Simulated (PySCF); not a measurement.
# How methods differ on the ionisation energy of Ti

Ti [Ar] 3d2 4s2 (3F) → Ti⁺ [Ar] 3d2 4s1 (4F), as a difference of total energies. Computed with PySCF 2.14 in x2c-TZVPPall (6s5p4d2f1g, 64 functions), with scalar relativity by spin-free X2C-1e. Correlated levels: valence: [Ar] frozen; valence and next inner shell: [Ne] frozen. The calculations carry no spin-orbit coupling.

Task: Order these methods by the ionisation energy they give, lowest first.
A. M06
B. r2SCAN
C. PBE0
D. MP2 (valence)

Result: D (6.351 eV), B (6.406 eV), C (6.584 eV), A (7.187 eV).

Errors of the correlated levels include the incompleteness of this basis and the frozen core.

MP2 underrates the near-degeneracy of ns² with np² in the lower species.

For comparison: 6.828 eV (measured; NIST levels, between the centres of gravity of the two terms).
